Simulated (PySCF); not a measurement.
Isomers of C7H12, mass 96.094 u with the commonest isotopes. Theory: PBE0/pcSseg-1 in PySCF (dipole) on a GFN2-xTB geometry, gas phase. One conformer each, none proved a minimum here; rigid rotors.

Problem. Order these by out-of-plane moment Σ m c² = (Ia + Ib − Ic)/2, largest first.
A. `[CH2:1]=[CH:2][C:3]1([CH3:4])[CH2:5][CH2:6][CH2:7]1` with C1–C2–C3–C4 -96°, C2–C3–C5–C6 -131°, C3–C5–C6–C7 11°, C5–C6–C7–C3 -11°, C2–C3–C7–C6 129°
B. `[CH2:1]=[CH:2][CH2:3]/[CH:4]=[CH:5]\[CH2:6][CH3:7]` with C1–C2–C3–C4 119°, C2–C3–C4–C5 -119°, C4–C5–C6–C7 113°
C. `[CH2:1]=[C:2](/[CH:3]=[CH:4]/[CH3:5])[CH2:6][CH3:7]` with C1–C2–C3–C4 -178°, C1–C2–C6–C7 -99°
D. norbornane, `[C@H]12CC[C@@H](C2)CC1`
E. `[CH2:1]=[CH:2][CH2:3][CH:4]1[CH2:5][CH2:6][CH2:7]1` with C1–C2–C3–C4 -120°, C2–C3–C4–C5 176°, C3–C4–C5–C6 -130°, C4–C5–C6–C7 10°, C5–C6–C7–C4 -10°, C3–C4–C7–C6 130°

Solution. D (55.31 u·Å²), A (47.35 u·Å²), B (23.61 u·Å²), E (19.20 u·Å²), C (16.92 u·Å²).

Problem. Order these by dipole moment, largest first.
A. norbornane (`C1C[C@H]2CC[C@@H]1C2`)
B. `[CH2:1]=[CH:2][CH2:3]/[CH:4]=[CH:5]\[CH2:6][CH3:7]` with C1–C2–C3–C4 119°, C2–C3–C4–C5 -119°, C4–C5–C6–C7 113°
C. `[CH2:1]=[C:2](/[CH:3]=[CH:4]/[CH3:5])[CH2:6][CH3:7]` with C1–C2–C3–C4 -178°, C1–C2–C6–C7 -99°

Solution. C (0.65 D), B (0.27 D), A (0.07 D).

Problem. Order these by rotational constant B, smallest first.
A. `[CH2:1]=[C:2](/[CH:3]=[CH:4]/[CH3:5])[CH2:6][CH3:7]` with C1–C2–C3–C4 -178°, C1–C2–C6–C7 -99°
B. `[CH2:1]=[CH:2][CH2:3][CH:4]1[CH2:5][CH2:6][CH2:7]1` with C1–C2–C3–C4 -120°, C2–C3–C4–C5 176°, C3–C4–C5–C6 -130°, C4–C5–C6–C7 10°, C5–C6–C7–C4 -10°, C3–C4–C7–C6 130°
C. `[CH2:1]=[CH:2][CH2:3]/[CH:4]=[CH:5]\[CH2:6][CH3:7]` with C1–C2–C3–C4 119°, C2–C3–C4–C5 -119°, C4–C5–C6–C7 113°
D. `[CH2:1]=[CH:2][C:3]1([CH3:4])[CH2:5][CH2:6][CH2:7]1` with C1–C2–C3–C4 -96°, C2–C3–C5–C6 -131°, C3–C5–C6–C7 11°, C5–C6–C7–C3 -11°, C2–C3–C7–C6 129°
E. `C1C[C@H]2CC[C@@H]1C2` (norbornane)

Solution. C (1384 MHz), B (1461 MHz), A (1633 MHz), D (2153 MHz), E (3258 MHz).

```csv
SMILES,point group,Ia (u·Å²),Ib (u·Å²),Ic (u·Å²),κ,μa (D),μb (D),μc (D)
C=C(/C=C/C)CC,C1,129.51,309.42,405.09,-0.71,0.41,0.50,0.04
C=CC/C=C\CC,C1,119.35,365.20,437.34,-0.85,0.21,0.05,0.16
C=CCC1CCC1,C1,77.66,345.87,385.13,-0.94,0.29,0.17,0.13
C1C[C@H]2CC[C@@H]1C2,C2v,134.20,155.13,178.69,-0.08,0.00,0.00,0.07
C=CC1(C)CCC1,C1,123.98,234.77,264.05,-0.78,0.28,0.17,0.01
```
